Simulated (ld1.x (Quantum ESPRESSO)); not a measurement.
**Which change was made? (Zn, PAW)**

* Element: zinc (Zn)
* Generator: ld1.x (Quantum ESPRESSO) 7.5
* Type: PAW
* Functional: PBEsol
* Relativity: scalar-relativistic
* Frozen core: [Ne]
* Valence charge: 20
* Reference configuration: 3s2 3p6 3d9 4s0 4p0 (charge +3)
* Partial waves: 3s (bound): rcut 0.90, rcutus 0.95 bohr; 4s (bound, empty): rcut 0.90, rcutus 0.95 bohr; 3p (bound): rcut 1.00, rcutus 1.15 bohr; 4p (bound, empty): rcut 1.00, rcutus 1.15 bohr; 3d (bound): rcut 0.80, rcutus 0.90 bohr; 3d channel at -1.75 Ry: rcut 0.80, rcutus 0.90 bohr
* Local potential: all-electron potential smoothed inside 0.95 bohr (lloc = -1)
* Core correction: a·sin(br)/r model core, default radius (ld1.x builds one for every PAW set, though the input has nlcc=.false.)
* Augmentation charge: BESSEL, radius 0.80 bohr

Cutoffs, loose and tight: the cutoffs (Ry, on a coarse ladder) from which the occupation-weighted sum of valence levels, in a spherical-Bessel basis at the reference potential, stays within 10 and 1 mRy of its value at 400 Ry. They do not see the model core or the augmentation charge, which bear on the density cutoff. Test errors are all-electron minus pseudo excitation energies from the reference, over the configurations 3s2 3p6 3d10 4s2 4p0; 3s2 3p6 3d10 4s1 4p0; 3s2 3p6 3d10 4s0 4p0; 3s2 3p6 3d10 4s1 4p1; 3s2 3p6 3d9 4s2 4p0; 3s2 3p6 3d8 4s0 4p0; 3s1 3p6 3d10 4s2 4p0; variants that change the core or the reference have their own tests. The largest error is taken over the tests solved by every variant that gives reliable tests at all, those not shown here included: 3s2 3p6 3d10 4s0 4p0; 3s2 3p6 3d10 4s1 4p0; 3s2 3p6 3d10 4s1 4p1; 3s2 3p6 3d10 4s2 4p0; 3s2 3p6 3d9 4s2 4p0.

The base gives: outcome: generated, overlap not positive; bound ghosts: not determined (overlap not positive); largest test error (meV): -199.

Task: After one change the result is: outcome: generated; bound ghosts: not determined; largest test error (meV): -276. Which change was it?
A. fully relativistic
B. reference 3s2 3p6 3d10 4s1.5 4p0.5
C. core [Ne] 3s2, valence charge 18; reference 3p6 3d10 4s2 4p0; waves now 4s (bound): rcut 1.65, rcutus 1.80 bohr; 4s channel at 0.4 Ry: rcut 1.65, rcutus 1.80 bohr; 3p (bound): rcut 1.30, rcutus 1.55 bohr; 4p (bound): rcut 1.30, rcutus 1.55 bohr; 3d (bound): rcut 1.25, rcutus 1.50 bohr; 3d channel at -1.75 Ry: rcut 1.25, rcutus 1.50 bohr; local potential all-electron potential smoothed inside 1.75 bohr (lloc = -1); core correction Bessel-smoothed model core inside 1.20 bohr; augmentation BESSEL, radius 1.00 bohr
D. waves 3p (bound): rcut 0.88, rcutus 0.94 bohr; 4p (bound): rcut 0.88, rcutus 0.94 bohr
E. local potential all-electron potential smoothed inside 1.05 bohr (lloc = -1)

Result: A. The others give: waves 3p (bound): rcut 0.88, rcutus 0.94 bohr; 4p (bound): rcut 0.88, rcutus 0.94 bohr → outcome: generated, overlap not positive; bound ghosts: not determined (overlap not positive); largest test error (meV): +33 | reference 3s2 3p6 3d10 4s1.5 4p0.5 → outcome: generated, overlap not positive; bound ghosts: not determined (overlap not positive); largest test error (meV): +25 | local potential all-electron potential smoothed inside 1.05 bohr (lloc = -1) → outcome: generated, overlap not positive; bound ghosts: not determined (overlap not positive); largest test error (meV): +5.8 | core [Ne] 3s2, valence charge 18; reference 3p6 3d10 4s2 4p0; waves now 4s (bound): rcut 1.65, rcutus 1.80 bohr; 4s channel at 0.4 Ry: rcut 1.65, rcutus 1.80 bohr; 3p (bound): rcut 1.30, rcutus 1.55 bohr; 4p (bound): rcut 1.30, rcutus 1.55 bohr; 3d (bound): rcut 1.25, rcutus 1.50 bohr; 3d channel at -1.75 Ry: rcut 1.25, rcutus 1.50 bohr; local potential all-electron potential smoothed inside 1.75 bohr (lloc = -1); core correction Bessel-smoothed model core inside 1.20 bohr; augmentation BESSEL, radius 1.00 bohr → outcome: generated; cutoff, loose: 60 Ry; cutoff, tight: 90 Ry; bound ghosts: none; largest test error (meV): -128. A file whose overlap is not positive is unfit for use, and its test errors describe a broken file.
